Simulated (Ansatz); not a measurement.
Geometry optimisation of B(NCMe)H3 (C2H6BN).

```yaml
crystal:
  periodic: [false, false, false]
  atoms:
    - {symbol: B, position_ang: [0.000530, 0.005460, -2.041160]}
    - {symbol: N, position_ang: [-0.001640, 0.001890, -0.576530]}
    - {symbol: C, position_ang: [-0.000460, -0.002010, 0.573550]}
    - {symbol: C, position_ang: [-0.000390, -0.005320, 2.006910]}
    - {symbol: H, position_ang: [-1.025580, -0.038640, 2.376640]}
    - {symbol: H, position_ang: [0.484200, 0.897890, 2.378760]}
    - {symbol: H, position_ang: [0.540280, -0.877830, 2.374590]}
    - {symbol: H, position_ang: [1.149340, 0.007890, -2.362200]}
    - {symbol: H, position_ang: [-0.574550, 0.999730, -2.363090]}
    - {symbol: H, position_ang: [-0.571740, -0.989050, -2.367470]}
basis:
  gaussian: {orbitals: def2-SVP}
hamiltonian: {xc: r2scan, dispersion: d4}
scf: {omitted_lower_state_checks: [starts]}
output: {orbitals: {seedname: orbitals}}
relax: {f_tol: 0.02, max_steps: 100}
```

```sh
$ ansatz run in.yaml --threads 4 --pin off --events-out ev --progress --plain --max-ram 3916MiB
```

It prints (some lines left out):

```
Functional definition: r2SCAN
mean field -4331.24629789 eV, -159.1703656233 hartree, gradient 5.3e-6 eV, S^2 0.000000; 0 other end points of the search recorded, 0 dependent functions left out
relax step   1: F+E_penalty+E_count = -4331.28090148 eV  Δ(F+E_penalty+E_count) = +0.000e0 eV  max|allowed force component| = 6.855e-1 eV/Å  Δτ_max = 0.0000 Å  (26 SCF iters, accepted)
mean field -4331.32381462 eV, -159.1732143107 hartree, gradient 2.0e-5 eV, S^2 0.000000; 0 other end points of the search recorded, 0 dependent functions left out
relax step   2: F+E_penalty+E_count = -4331.35826733 eV  Δ(F+E_penalty+E_count) = -7.737e-2 eV  max|allowed force component| = 7.306e-1 eV/Å  Δτ_max = 0.0500 Å  (30 SCF iters, accepted)
mean field -4331.28730730 eV, -159.1718726915 hartree, gradient 1.6e-5 eV, S^2 0.000000; 0 other end points of the search recorded, 0 dependent functions left out
relax step   3: F+E_penalty+E_count = -4331.32168396 eV  Δ(F+E_penalty+E_count) = +3.658e-2 eV  max|allowed force component| = 3.862e0 eV/Å  Δτ_max = 0.0375 Å  (30 SCF iters, rejected (line search))
mean field -4331.33755116 eV, -159.1737191191 hartree, gradient 1.9e-5 eV, S^2 0.000000; 0 other end points of the search recorded, 0 dependent functions left out
relax step   4: F+E_penalty+E_count = -4331.37196105 eV  Δ(F+E_penalty+E_count) = -1.369e-2 eV  max|allowed force component| = 1.103e-1 eV/Å  Δτ_max = 0.0187 Å  (30 SCF iters, accepted)
mean field -4331.33846595 eV, -159.1737527370 hartree, gradient 2.1e-5 eV, S^2 0.000000; 0 other end points of the search recorded, 0 dependent functions left out
relax step   5: F+E_penalty+E_count = -4331.37283860 eV  Δ(F+E_penalty+E_count) = -8.775e-4 eV  max|allowed force component| = 8.214e-3 eV/Å  Δτ_max = 0.0076 Å  (31 SCF iters, accepted)
mean field -4331.33846595 eV, -159.1737527370 hartree, gradient 2.1e-5 eV, S^2 0.000000; 0 other end points of the search recorded, 0 dependent functions left out
Total energy: -4331.37284881 eV, -159.1750162838 hartree
Atom 0 at     0.000595     0.005472    -2.085088 Å, force    -0.000608     0.000234     0.001204 eV/Å
Atom 1 at    -0.000402     0.001567    -0.558809 Å, force     0.002092    -0.001096     0.001031 eV/Å
Atom 2 at    -0.000322    -0.001732     0.598435 Å, force    -0.001653     0.001248     0.008214 eV/Å
Atom 3 at    -0.000574    -0.005366     2.044958 Å, force     0.000290    -0.000365    -0.007914 eV/Å
Atom 4 at    -1.033268    -0.039401     2.424216 Å, force    -0.001466    -0.000094    -0.000677 eV/Å
Atom 5 at     0.487033     0.904510     2.426819 Å, force     0.000626     0.001315    -0.000633 eV/Å
Atom 6 at     0.544333    -0.884038     2.422398 Å, force     0.000791    -0.001233    -0.000665 eV/Å
Atom 7 at     1.176832     0.007650    -2.423348 Å, force     0.001043    -0.000060    -0.000340 eV/Å
Atom 8 at    -0.588252     1.024068    -2.422227 Å, force    -0.000539     0.000995    -0.000082 eV/Å
Atom 9 at    -0.585985    -1.012720    -2.427354 Å, force    -0.000576    -0.000944    -0.000137 eV/Å
Dipole moment:    -0.000448    -0.003872     1.477158 e Å
Checks for a lower state left out: starts
```

It took 18 s on 4 threads of Intel Xeon on a shared host.
